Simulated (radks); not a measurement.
The neodymium ion Nd6.2+, configuration 1s1.8 2s2 2p6 3s2 3p6 3d10 4s2 4p6 4d10 4f2 5s2 5p4 (fractional occupations, a model configuration).

Calculated with a radial shooting solver on a logarithmic mesh with Libxc functionals: scalar-relativistic Kohn-Sham, LDA (Slater exchange, Perdew-Wang correlation), spin-unpolarised, spherical densities, finite nucleus; Fermi nuclear charge, rms radius 4.9123 fm.

Energy parts (hartree):
total: -9288.3209
kinetic: 9865.9309
electron-nucleus: -22456.5488
Hartree: 3510.2464
exchange-correlation: -207.9494

Orbitals (lengths in bohr, moments of r in powers of bohr):
| orbital | occ. | eigenvalue (hartree) | <r^2> |
|---|---|---|---|
| 1s | 1.8 | -1602.673 | 0.0007592 |
| 2s | 2 | -262.7070 | 0.01199 |
| 2p | 6 | -235.7112 | 0.009565 |
| 3s | 2 | -59.72513 | 0.08072 |
| 3p | 6 | -51.16015 | 0.08055 |
| 3d | 10 | -39.15404 | 0.06822 |
| 4s | 2 | -14.49215 | 0.4089 |
| 4p | 6 | -11.65482 | 0.4586 |
| 4d | 10 | -7.58773 | 0.5516 |
| 5s | 2 | -4.27860 | 2.019 |
| 5p | 4 | -3.46926 | 2.481 |
| 4f | 2 | -3.18597 | 0.8797 |

The highest occupied level is 4f at -86.695 eV. Summed over all electrons, <r^2> = 26.22 bohr^2, which gives a Langevin (diamagnetic) susceptibility term of -20.8 x 10^-6 cm^3/mol. The electron density at the nucleus is 4.31e+05 e/bohr^3 (large components only).
